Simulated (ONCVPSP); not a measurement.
## He (Z = 2) ONCV: all-electron and pseudo phase curves

* Element: He
* Generator: ONCVPSP 4.0.1
* Type: optimised norm-conserving Vanderbilt (ONCV)
* Functional: Wu-Cohen
* Relativity: scalar-relativistic
* Frozen core: none
* Valence charge: 2
* Reference configuration: 1s1 (charge +1)
* Partial waves: 1s: rc 0.40 bohr, ncon 4, nbas 8, qcut 16.1 1/bohr, local; p scattering state at 0.04 Ha: rc 0.40 bohr, ncon 5, nbas 8, qcut 19.5 1/bohr, 1 projector
* Local potential: the s channel
* Core correction: none

The phase is arctan(r·R′/R) of the radial function R(r), unwrapped; energies in Ha, scanned from -3 to 5 Ha. A pole is an energy at which the radial function vanishes at the test radius. The pseudo phase is shifted by a multiple of π to meet the all-electron one at the reference energy, and phase errors are pseudo minus all-electron; the curves can meet again beyond the range given. Levels narrower than the energy grid can be missing from the lists of poles.

Q: For each channel, where are the poles, and over which energies does the pseudopotential scatter like the atom?

A:

```
channel  radius (bohr)  reference energy (Ha)  poles, all-electron  poles, pseudo  unbroken range about the reference energy with phases within 0.05 rad  phase error 1 Ha above the reference energy (rad)
      s           0.41                  -1.43                 none           none                                                        the whole range                                             +0.000
      p           0.41                   0.04                 none           none                                                        the whole range                                             -0.000
```

Phases in the p channel:

```json
{"E (Ha)": "-2.98", "all-electron": "0.689", "pseudo": "0.689"}
{"E (Ha)": "-2.54", "all-electron": "0.670", "pseudo": "0.670"}
{"E (Ha)": "-2.10", "all-electron": "0.651", "pseudo": "0.650"}
{"E (Ha)": "-1.66", "all-electron": "0.630", "pseudo": "0.630"}
{"E (Ha)": "-1.22", "all-electron": "0.609", "pseudo": "0.609"}
{"E (Ha)": "-0.78", "all-electron": "0.586", "pseudo": "0.586"}
{"E (Ha)": "-0.34", "all-electron": "0.563", "pseudo": "0.563"}
{"E (Ha)": "0.10", "all-electron": "0.539", "pseudo": "0.539"}
{"E (Ha)": "0.54", "all-electron": "0.514", "pseudo": "0.514"}
{"E (Ha)": "0.98", "all-electron": "0.488", "pseudo": "0.488"}
{"E (Ha)": "1.42", "all-electron": "0.460", "pseudo": "0.460"}
{"E (Ha)": "1.86", "all-electron": "0.432", "pseudo": "0.432"}
{"E (Ha)": "2.30", "all-electron": "0.403", "pseudo": "0.403"}
{"E (Ha)": "2.74", "all-electron": "0.372", "pseudo": "0.372"}
{"E (Ha)": "3.18", "all-electron": "0.341", "pseudo": "0.340"}
{"E (Ha)": "3.62", "all-electron": "0.308", "pseudo": "0.308"}
{"E (Ha)": "4.06", "all-electron": "0.275", "pseudo": "0.274"}
{"E (Ha)": "4.50", "all-electron": "0.240", "pseudo": "0.239"}
{"E (Ha)": "4.94", "all-electron": "0.204", "pseudo": "0.203"}
```
